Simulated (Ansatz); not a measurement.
Pentafluorobenzenesulfonate (C6SO3F5⁻), relaxed as a singlet with RKS PBE-D4/def2-SVP in Ansatz, starting from the GFN2-xTB geometry. Force threshold 0.03 eV/Å.

Start:

```csv
atom,x (Å),y (Å),z (Å)
O1,-1.096,2.686,-1.149
S2,0.286,2.373,-0.850
O3,1.168,2.336,-1.994
O4,0.845,2.985,0.337
C5,0.132,0.581,-0.288
C6,0.738,-0.518,-0.860
F7,1.533,-0.399,-1.924
C8,0.542,-1.803,-0.348
F9,1.138,-2.871,-0.914
C10,-0.275,-1.985,0.758
F11,-0.469,-3.220,1.258
C12,-0.892,-0.888,1.346
F13,-1.684,-1.071,2.419
C14,-0.679,0.382,0.812
F15,-1.285,1.411,1.396
```

```csv
step,energy (eV),largest force component (eV/Å),SCF passes
1,-36728.1053,2.652,25
2,-36728.2901,1.346,22
3,-36728.3476,0.122,22
4,-36728.3481,0.109,23
5,-36728.3487,0.021,24
```

Force components are those of the run's own axes.

End:

| atom | x (Å) | y (Å) | z (Å) |
| --- | --- | --- | --- |
| O1 | -1.1117 | 2.7399 | -1.1938 |
| S2 | 0.3054 | 2.3925 | -0.8792 |
| O3 | 1.2173 | 2.3009 | -2.0520 |
| O4 | 0.8816 | 3.0468 | 0.3322 |
| C5 | 0.1154 | 0.6066 | -0.2722 |
| C6 | 0.7347 | -0.5045 | -0.8596 |
| F7 | 1.5370 | -0.4053 | -1.9289 |
| C8 | 0.5458 | -1.8051 | -0.3519 |
| F9 | 1.1499 | -2.8633 | -0.9299 |
| C10 | -0.2761 | -2.0087 | 0.7639 |
| F11 | -0.4615 | -3.2484 | 1.2548 |
| C12 | -0.9060 | -0.9087 | 1.3673 |
| F13 | -1.6967 | -1.1078 | 2.4411 |
| C14 | -0.7037 | 0.3783 | 0.8448 |
| F15 | -1.3313 | 1.3867 | 1.4634 |

By distances, no bond broke or formed. The bond that changes most is S2–O4, from 1.45 to 1.49 Å (atoms count from 1).

No frequencies were taken in this run, so the end may be a saddle point.

Run time 16 s (4 threads of Arm Neoverse V1 on a shared host).
